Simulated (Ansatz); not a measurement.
**Question.** Name a neutral molecule of Br, O, Sn and H with zero-point energy (PBE0-D4/def2-TZVP) between 64 and 80 kJ/mol and HOMO energy (PBE/def2-TZVPP) between -7.25 and -6.95 eV (Ansatz, PBE0-D4/def2-TZVP geometry).

**Answer.** `[OH][SnH2][Br]` (72.6 kJ/mol, -7.03 eV). Other molecules can fit too; these were computed, each in one conformer that needn't be the lowest.
